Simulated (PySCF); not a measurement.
**[Dy(H2O)5]3+: one run**

[Dy(H2O)5]3+ (singlet in the valence; each metal's 4f electrons, 9 of them, lie in its core potential, out of spins and levels). PySCF 2.14.0, RKS PBE, Dy lcecp-1-TZVP with ECP55, O def2-TZVP, H def2-TZVP; non-relativistic Hamiltonian with scalar-relativistic core potentials where named; density fitting; no spin-orbit coupling. Purpose: basis and core treatment f-in-core-III/TZVP.

```python
mol = gto.M(atom='''
Dy    -0.04324     0.00000    -0.00000
O     -0.42687     0.04537     2.30200
H     -0.56091     0.83580     2.88250
H     -0.51658    -0.71730     2.92657
O     -0.42687    -0.04533    -2.30200
H     -0.56097    -0.83576    -2.88250
H     -0.51652     0.71734    -2.92657
O      2.25427    -0.00009     0.00000
H      2.86669    -0.01278    -0.78026
H      2.86669     0.01256     0.78026
O     -0.82529     2.19378    -0.03785
H     -0.29887     3.03350    -0.02971
H     -1.76420     2.50942    -0.06931
O     -0.82545    -2.19371     0.03785
H     -1.76439    -2.50928     0.06931
H     -0.29911    -3.03348     0.02971''',
    basis={'Dy': 'lcecp-1-TZVP', 'O': 'def2-TZVP', 'H': 'def2-TZVP'},
    ecp={'Dy': 'lcecp-1-TZVP'},
    charge=3, spin=0)
mf = dft.RKS(mol, xc='PBE')
mf.grids.atom_grid = (75, 302)  # f atoms: unpruned, at least (60, 302)
mf = mf.density_fit()  # fitting sets: Dy AutoAux, O def2-universal-JKFIT, H def2-universal-JKFIT
mf.conv_tol = 1e-08; mf.max_cycle = 55
mf.kernel(dm0)  # dm0: free metal ions and neutral atoms
mf.nuc_grad_method().kernel()
```

Run from Python with OMP_NUM_THREADS=4; the lines above give its settings. Where DIIS fails, smearing, a level shift and second-order steps follow.
It took 34 s on 4 threads of Arm Neoverse V2, with other jobs on the host.

Problem. Where do the frontier levels lie, over both spins?

Solution. HOMO -21.44 eV, LUMO -14.81 eV. The 4f levels lie in the core potential and are missing.

Problem. What does the SCF print?

Solution. 
```
init E= -409.119422731235
cycle= 1 E= -415.706934555528  delta_E= -6.59  |g|= 3.92  |ddm|= 2.76
cycle= 2 E= -404.701021793894  delta_E=   11  |g|= 7.29  |ddm|= 5.53
cycle= 3 E= -417.842274785098  delta_E= -13.1  |g|= 0.955  |ddm|=    5
cycle= 4 E= -418.060368396902  delta_E= -0.218  |g|= 0.387  |ddm|= 1.37
...
cycle= 10 E= -418.094835469686  delta_E= -5.26e-08  |g|= 4.02e-05  |ddm|= 0.000288
cycle= 11 E= -418.094835470112  delta_E= -4.26e-10  |g|= 8.24e-06  |ddm|= 3.8e-05
Extra cycle  E= -418.094835470109  delta_E= 2.39e-12  |g|= 8.92e-06  |ddm|= 1.26e-05
converged SCF energy = -418.094835470109
```

Problem. What are the Mulliken charges and spins?

Solution. 
| atom | charge (e) | spin (e) |
| --- | --- | --- |
| Dy1 | 1.895 | 0.000 |
| O2 | -0.644 | 0.000 |
| H3 | 0.431 | 0.000 |
| H4 | 0.431 | 0.000 |
| O5 | -0.644 | 0.000 |
| H6 | 0.431 | 0.000 |
| H7 | 0.431 | 0.000 |
| O8 | -0.641 | 0.000 |
| H9 | 0.439 | 0.000 |
| H10 | 0.439 | 0.000 |
| O11 | -0.656 | 0.000 |
| H12 | 0.436 | 0.000 |
| H13 | 0.436 | 0.000 |
| O14 | -0.656 | 0.000 |
| H15 | 0.436 | 0.000 |
| H16 | 0.436 | 0.000 |
The spin of the 4f electrons in the core isn't counted.

Problem. What forces act on the atoms (eV/Å)?

Solution. 
```
Dy   0.03  0.00  0.00
O   -0.05  0.01  0.33
H    0.03 -0.14 -0.16
H    0.02  0.13 -0.17
O   -0.05 -0.01 -0.33
H    0.03  0.14  0.16
H    0.02 -0.13  0.17
O    0.33  0.00  0.00
H   -0.17  0.00  0.15
H   -0.17  0.00 -0.15
O   -0.12  0.32 -0.01
H   -0.08 -0.20  0.00
H    0.19 -0.10  0.01
O   -0.12 -0.32  0.01
H    0.19  0.10 -0.01
H   -0.08  0.20  0.00
```
Forces carry noise of the integration grid, about 0.01 to 0.03 eV/Å.

The geometry was relaxed with PBE (Dy lcecp-1-SVP with ECP55, O def2-SVP, H def2-SVP).

An lcecp potential fixes the number of 4f electrons, so in runs with it no electron can move into or out of that shell.
